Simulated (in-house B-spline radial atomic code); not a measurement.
Results of a calculation; reference values are marked as such.
# Two electrons in Ge: a parabolic dot with ħω = 19.9 meV in all three directions

For Ge the NSM archive of the Ioffe Institute lists m_l = 1.6 m0, m_t = 0.08 m0 and ε = 16.2; the model takes one isotropic valley with the conductivity mass 3/(1/m_l + 2/m_t) = 0.117 m0, and so misses anisotropy and the other valleys. All triplets below are those of one valley; with several valleys two electrons can form a triplet in the 1s orbital itself, at an energy set by the valley splitting.

Effective-mass model with parabolic bands, a uniform dielectric constant, no image charges, no central-cell or spin-orbit terms. Two-electron levels come from full CI in B-splines with partial waves to l = 5 (up to 0.001 effective hartree above the limit).

Task: What are the effective units, and what is the potential in them?

Result: Ha* = 27211.386 meV × 0.117/16.2² = 12.13 meV and a* = 0.0529177 nm × 16.2/0.117 = 7.327 nm. The frequency is ω = 1.64 Ha*. The one-electron levels are 3ω/2 = 2.4600 and 5ω/2 = 4.1000 Ha*.

In these units the lowest s and p orbitals lie at 2.4600 and 4.1000, and their Coulomb and exchange integrals are J_ss = 1.0218, J_sp = 0.8515 and K_sp = 0.1703. (For a parabolic well J_ss = √(2ω/π).) Full CI gives 5.8723 for the ground singlet, 7.2242 for the sp triplet, 7.5125 for the sp singlet and 8.8642 for the lowest triplet of two s orbitals.

Task: What does it cost to add the second electron, to first order and exactly?

Result: To first order E = 2ε_s + J_ss = 5.9418, so the charging energy E(2) − 2E(1) is J_ss = 12.4 meV. CI gives 5.8723 − 2 × (2.4600) = 0.9523, or 11.55 meV: relaxation and correlation lower it by 0.8436 meV, 6.8 % of J_ss. The s² configuration of one-electron orbitals holds 98.4 % of the state, and the mean radius is 6.8 nm.

Task: How far above the singlet do the triplets lie?

Result: To first order the sp triplet lies at ε_s + ε_p + J_sp − K_sp = 7.2412, which is 15.76 meV above 2ε_s + J_ss. CI gives 7.2242 − (5.8723) = 1.3519, or 16.4 meV, 82 % of the orbital spacing of 19.9 meV. The ss triplet lies 36.3 meV up, so the lower of the two is the sp one, and its gap equals k_BT at 190 K. The sp singlet-triplet splitting is 3.498 meV, against 2K_sp = 4.132 meV. The sp singlet lies ħω above the ground state (1.6403 against 1.64), as Kohn's theorem demands for a parabolic well.
